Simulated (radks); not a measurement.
Problem. Pb3+, configuration [Xe] 4f14 5d10 6s1 (the NIST ground configuration). All-electron calculation, Dirac Kohn-Sham, BLYP, spin-unpolarised, spherical densities, finite nucleus; Fermi nuclear charge, rms radius 5.5012 fm. Program: a radial shooting solver on a logarithmic mesh with Libxc functionals.

Spin-orbit splittings of the eigenvalues, e(l+1/2) - e(l-1/2), with zeta = 2 splitting/(2l+1) and mean radii in bohr:

| shell | occ. | splitting (eV) | zeta (eV) | <r> j=l-1/2 | <r> j=l+1/2 |
|---|---|---|---|---|---|
| 2p | 6 | 2190 | 1460 | 0.05487 | 0.06379 |
| 3p | 6 | 488.6 | 325.7 | 0.1644 | 0.1807 |
| 3d | 10 | 104.0 | 41.60 | 0.1570 | 0.1619 |
| 4p | 6 | 119.6 | 79.75 | 0.3853 | 0.4199 |
| 4d | 10 | 22.33 | 8.932 | 0.4246 | 0.4357 |
| 4f | 14 | 5.033 | 1.438 | 0.4508 | 0.4571 |
| 5p | 6 | ? | ? | 0.9119 | 1.003 |
| 5d | 10 | 2.666 | 1.066 | 1.255 | 1.297 |

Estimate the 5p splitting.

Solution. 22.44 eV (zeta = 14.96 eV).
